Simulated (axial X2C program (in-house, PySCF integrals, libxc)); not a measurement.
**Potential curves of AsO, 2c**

Computed with an in-house relativistic program for diatomic molecules. Two-component (2c) means X2C with spin–orbit coupling and atomic mean-field two-electron Coulomb and Gaunt terms. Basis: As dyall-cv3z [9s9p6d4f1g], O dyall-av3z [7s6p3d2f] (cores contracted in-house); Gaussian nuclei, density fitting, unrestricted open shells. Masses: As 74.922 u, O 15.995 u.

State: Ω = 1/2 (⟨Sz⟩ = -0.50, ⟨Lz⟩ = 1.00 at PW91). Energies in kJ/mol from the fragments at the same level (As + O). Fits are polynomials in 1 − R0/R over 0.85 to 1.23 times the lowest point R0.

```
 R (Å)     PW91
1.4059  -354.13
1.4706  -454.30
1.5190  -499.46
1.5675  -525.52
1.6160  -536.78
1.6726  -535.79
1.7291  -523.62
1.8018  -496.56
1.8907  -452.53
2.0200  -378.19
```

The state is one determinant whose occupation by symmetry is held fixed; it was picked as the lowest of a PBE0 search that is not exhaustive. De is counted from the lowest determinant-based energies of the atoms at the same level, without counterpoise correction. Density functionals use the spin component along the axis (collinear). The 2c atoms are single determinants rather than J levels; their spin–orbit lowering is only partly caught, and De is too large by that part. This holds for PW91. The functionals have no current-density term, which raises determinants with orbital currents, atoms included.

(1) Fit the PW91 curve near its minimum: give the equilibrium distance, the harmonic wavenumber and the well depth.

Answers

(1) At PW91, 2c: Re = 1.639 Å, ωe ≈ 948 cm⁻¹, De = 5.58 eV to As + O; Be follows as 0.476 cm⁻¹.
